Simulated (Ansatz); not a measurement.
The same path of C$_{2}$H$_{6}$BBr (10 atoms, charge 0, multiplicity 1) was run twice with different band settings.

Method: Ansatz, RKS PBE-D4/def2-SVP.

Relaxed end points:

```xyz
10
Properties=species:S:1:pos:R:3
C -0.984 0.458 -0.841
B -0.193 -0.549 0.069
C 0.943 -0.079 1.053
Br 2.210 -0.574 -0.412
H -1.246 0.040 -1.834
H -1.958 0.635 -0.326
H -0.502 1.448 -0.974
H -0.497 -1.730 0.101
H 1.094 0.999 1.244
H 1.217 -0.700 1.923
```

```xyz
10
Properties=species:S:1:pos:R:3
C -0.983 0.457 -0.841
B -0.193 -0.550 0.069
C 0.942 -0.078 1.053
Br 2.208 -0.576 -0.413
H -1.251 0.039 -1.832
H -0.497 1.444 -0.979
H -1.954 0.641 -0.321
H -0.495 -1.731 0.101
H 1.093 1.000 1.243
H 1.216 -0.699 1.923
```

Common settings: spring 5.0 eV/Å²; optimiser quadratic models (default); start path through a guess of the saddle point; force threshold 0.03 eV/Å; iteration limit 60; end points relaxed.

| run | movable images | climbing image |
| --- | --- | --- |
| 1 | 7 | yes |
| 2 | 6 | no |

Question: What does each run give, and how far can it be trusted?

Answer: Run 1: converged after 22 iterations, highest image 3.017 eV above the first end. Neighbouring images differ by up to 1.8 eV, so the band resolves the path poorly. A vibrational analysis at the climbing image gives one clearly imaginary mode, 1454i cm⁻¹: a first-order saddle point.
Run 2: converged after 16 iterations, highest image 2.234 eV above the first end. Neighbouring images differ by up to 1.7 eV, so the band resolves the path poorly. No image climbed, so the highest image needn't sit at the top of the path.
